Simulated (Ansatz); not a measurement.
Consider the cleavage of the B–Si bond: `F[Si](F)(F)BCl` + CH₃OH → `COBCl` + `F[SiH](F)F`.

Isolated molecules relaxed with PBE0-D4/def2-TZVP in Ansatz; ΔE leaves out vibrations. CCSD(T)/CBS is the MP2 limit (def2-TZVPP, def2-QZVPP) plus CCSD(T) − MP2 in def2-TZVPP, frozen cores. This one scheme is used for every species. Functionals use def2-TZVPP. B3LYP here is the variant with VWN-RPA as its local correlation; programs differ in this. Each species was taken in one conformer, which may not be the lowest.

(1) Is it downhill or uphill in electronic energy at CCSD(T)/CBS, and by how much? (An estimate is asked.)

(2) What do these levels give: revPBE-D4, r2SCAN-D4, r2SCAN0-D4, ωB97X-V, B3LYP, r2SCANh, BHLYP, HF/def2-SVP, CCSD(T)/def2-SVP, HF/def2-TZVPP, HF/def2-QZVPP, CCSD/CBS(def2)? (Best estimate.)

(3) What do rigid-rotor, harmonic-oscillator terms from PBE0-D4/def2-TZVP frequencies (298.15 K, 1 bar) make of the CCSD(T)/CBS value? (Estimate.)

Largest T1 diagnostic among the species: 0.013.

Answers

(1) Ansatz gave: Downhill: ΔE = -175.9 kJ/mol.

(2) The calculation gave: revPBE-D4 -160.3, r2SCAN-D4 -177.7, r2SCAN0-D4 -178.8, ωB97X-V -173.7, B3LYP -178.9, r2SCANh -178.7, BHLYP -184.5, HF/def2-SVP -194.8, CCSD(T)/def2-SVP -193.2, HF/def2-TZVPP -188.6, HF/def2-QZVPP -190.0, CCSD/CBS(def2) -176.2 kJ/mol.

(3) The calculation gave: ΔZPE = 0.0 kJ/mol, ΔH = -178.7 kJ/mol, ΔS = -26 J/(mol·K), ΔG = -171.0 kJ/mol. Modes under 50 cm⁻¹ make the entropy rough.

From BLYP to BHLYP (50 % exact exchange), in def2-TZVPP and without D4, ΔE moves by −8.7 kJ/mol. The D4 term adds +3.6 kJ/mol with B3LYP and +2.0 kJ/mol with PBE0; it sums over pairs of atoms, weighted by their polarisabilities, and B3LYP, whose exchange is more repulsive, gets the larger term.
